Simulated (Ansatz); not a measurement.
The same path of BrH + H5NSn (9 atoms, charge 0, multiplicity 1) was run 3 times with different band settings. Lost on the way: Sn1–N2, H6–Br7. Made: Sn1–Br7, N2–H6.

Computed with Ansatz 0.2.0, RHF/def2-SVP.

Relaxed end points:

```xyz
9
Properties=species:S:1:pos:R:3
Sn -1.130 -0.730 -0.313
N 0.836 -0.287 0.122
H -1.328 -2.409 -0.585
H -2.033 -0.232 1.043
H -1.509 0.154 -1.718
H 1.155 1.660 0.441
Br 1.336 3.067 0.661
H 1.185 -0.716 0.964
H 1.487 -0.506 -0.614
```

```xyz
9
Properties=species:S:1:pos:R:3
Sn -1.452 0.129 -0.603
N 1.486 -0.444 0.702
H -0.618 -0.984 -1.571
H -1.650 -0.280 1.030
H -2.980 0.462 -1.300
H 1.826 0.501 0.648
Br -0.284 2.368 -0.743
H 1.553 -0.732 1.663
H 2.119 -1.020 0.174
```

Common settings: spring 5.0 eV/Å²; optimiser quadratic models (default); start path through a guess of the saddle point; force threshold 0.05 eV/Å; iteration limit 60; end points relaxed.

| run | movable images | climbing image |
| --- | --- | --- |
| 1 | 9 | yes |
| 2 | 1 | no |
| 3 | 4 | no |

Question: What does each run give, and how far can it be trusted?

Answer: Run 1: converged after 44 iterations, highest image 0.096 eV above the first end. A vibrational analysis at the climbing image gives one clearly imaginary mode, 746i cm⁻¹: a first-order saddle point.
Run 2: converged after 13 iterations, highest image 0.000 eV above the first end. The highest image is an end point: on this band no image between the ends rises above it. So few images can step over the top or miss a turn of the path.
Run 3: converged after 15 iterations, highest image 0.011 eV above the first end. No image climbed, so the highest image needn't sit at the top of the path. A band with more images between the same ends climbed to 0.10 eV, so this one has probably stepped over the top.
The orbitals stay closed-shell, which can raise the energy where a bond breaks towards radicals; this wasn't checked here.
